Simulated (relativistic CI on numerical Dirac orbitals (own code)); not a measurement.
# Crystal-field levels of Co5+, 3d4

Calculated by Dirac-Coulomb-Breit CI, separate exchange-only KLI orbitals for each configuration, QED by a radiative potential, valence Slater integrals scaled by 0.9, one configuration in a parametric crystal field (own radial code). With so little scaling, terms lie 10 to 35 % too far apart, which can change the order of excited levels.

Field parameters in Wybourne normalisation: Oh B⁴₀ = 21Dq, B⁴₄ = √(5/14) B⁴₀. The field is a parameter set, without covalency.

S is read from ⟨S²⟩ = S(S + 1).

Site symmetry Oh; labels are those of the double group. Computed levels in cm⁻¹ above the lowest, in rising order:

```csv
Δ (size of 10Dq),Lowest,No. 2,No. 3,No. 4,No. 5,No. 6,No. 7,No. 8
5900,A1,53 T1,105 E,144 T2,185 A2,5744 T2,5773 T1,5812 A1
10600,A1,38 T1,76 E,106 T2,136 A2,10384 T2,10391 T1,10399 A1
15300,A1,36 T1,72 E,100 T2,128 A2,15054 A1,15062 T1,15066 T2
20000,A1,41 T1,81 E,111 T2,142 A2,11183 A1,11543 T1,12063 T2
24700,A1,59 T1,115 E,155 T2,196 A2,6900 A1,7249 T1,7777 T2
29400,A1,150 T1,287 E,365 T2,448 A2,2956 A1,3217 T1,3647 T2
34100,A1,455 T1,1148 E,1273 T2,2784 A2,2936 T2,3066 E,3093 T1
38800,A1,440 T1,1143 E,1173 T2,7080 A2,7114 T2,7148 E,7175 T1
43500,A1,430 T1,1130 E,1143 T2,11575 A2,11592 T2,11609 E,11625 T1
```

Ground-state S against |10Dq| in cm⁻¹: 5900: 2.00, 10600: 2.00, 15300: 2.00, 20000: 1.99, 24700: 1.98, 29400: 1.89, 34100: 1.15, 38800: 1.03, 43500: 1.01.

The spin changes between |10Dq| = 29400 and 34100 cm⁻¹.
